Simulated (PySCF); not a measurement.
CCl₂F, multiplicity 2. Atoms are numbered in the order given.

```xyz
4

F     -0.0844     1.6074     0.0000
C      0.3174     0.3479     0.0000
Cl    -0.0337    -0.4869     1.4802
Cl    -0.0337    -0.4869    -1.4802
```
Charge 0, spin multiplicity 2.

Geometry: B3LYP-D3(BJ)/def2-SVP. The isomer is the one that the SMILES or the coordinates give; other isomers of the formula were not compared.

Calculation: B3LYP-D3(BJ)/def2-SVP (PySCF).

Frequencies are harmonic and unscaled.

```json
[
 {"mode": "1", "ν (cm⁻¹)": "281", "IR (km/mol)": "0.0", "moving atoms (share of kinetic energy)": "Cl 76 %, F 14 %, C 9 %"},
 {"mode": "2", "ν (cm⁻¹)": "381", "IR (km/mol)": "0.1", "moving atoms (share of kinetic energy)": "F 58 %, Cl 41 %"},
 {"mode": "3", "ν (cm⁻¹)": "459", "IR (km/mol)": "1.0", "moving atoms (share of kinetic energy)": "C 41 %, F 33 %, Cl 26 %"},
 {"mode": "4", "ν (cm⁻¹)": "606", "IR (km/mol)": "14.1", "moving atoms (share of kinetic energy)": "C 57 %, Cl 34 %, F 10 %"},
 {"mode": "5", "ν (cm⁻¹)": "903", "IR (km/mol)": "294.2", "moving atoms (share of kinetic energy)": "C 86 %, Cl 12 %"},
 {"mode": "6", "ν (cm⁻¹)": "1210", "IR (km/mol)": "252.0", "moving atoms (share of kinetic energy)": "C 65 %, F 35 %"}
]
```
